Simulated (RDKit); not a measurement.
Job for RDKit: UFF on C4H10O (a complex), monomers drawn apart or pushed together.

```python
from rdkit import Chem
from rdkit.Chem import AllChem, rdDetermineBonds

blocks = [
'''6

C     0.51837406   -0.50382232    0.28773583
C    -0.39772935    0.43655513    0.46909878
H     0.85996145   -0.79038651   -0.69979840
H     0.96667999   -1.02877161    1.12300992
H    -0.73507478    0.71854131    1.45917579
H    -0.84210873    0.95753336   -0.37098124
''',
'''9

C     0.60955470    0.80401693    5.11567187
O    -0.74880495    0.52417790    4.85580107
C    -1.06026590   -0.84316262    5.01177023
H     1.26960676    0.25849262    4.42937952
H     0.88108216    0.53979688    6.14588544
H     0.75563634    1.87313256    4.97100981
H    -0.47948547   -1.46789469    4.32134350
H    -2.11948607   -0.96353121    4.79080926
H    -0.86571582   -1.18194572    6.03755869
''',
]
mol = None
for b in blocks:
    f = Chem.MolFromXYZBlock(b)
    rdDetermineBonds.DetermineBonds(f, charge=0)
    mol = f if mol is None else Chem.CombineMols(mol, f)
Chem.SanitizeMol(mol)
print(Chem.MolToSmiles(Chem.RemoveHs(mol)))
ff = AllChem.UFFGetMoleculeForceField(mol, vdwThresh=100.0, ignoreInterfragInteractions=False)
e = ff.CalcEnergy()
print(f'UFF energy {e:.6f} kcal/mol')
```

Output:

```
C=C.COC
UFF energy 6.150975 kcal/mol
```

The run finished.

Cost: roughly 0.010 core-seconds.
